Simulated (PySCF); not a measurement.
Constitutional and geometric isomers with formula H4B2N2. All species are isolated molecules in the gas phase. One relaxed conformer stands for each flexible species; it need not be the lowest. Strings in code marks are SMILES.

The numbers are results of PySCF with PBE-D3(BJ)/def2-TZVP // PBE0-D4/def2-TZVP, not measurements. Excitations are Tamm–Dancoff values on a coarser integration grid. The basis has no diffuse functions, so Rydberg states are missing or too high.

| species | S1 oscillator strength | HOMO–LUMO gap (eV) | S1 excitation (TDA) (eV) | brightest of the four lowest singlets (TDA) (eV) |
|---|---|---|---|---|
| `B=NBN` | … | 5.28 | … | 6.98 |
| `N(B)B=N` | 0.102 | … | 5.36 | 5.36 |
| `N=BBN` | 0.000 | 4.93 | 4.99 | 5.61 |

Some entries are withheld; supply them.


- `B=NBN`, S1 oscillator strength: 0.001
- `B=NBN`, S1 excitation (TDA) (eV): 5.46
- `N(B)B=N`, HOMO–LUMO gap (eV): 4.92
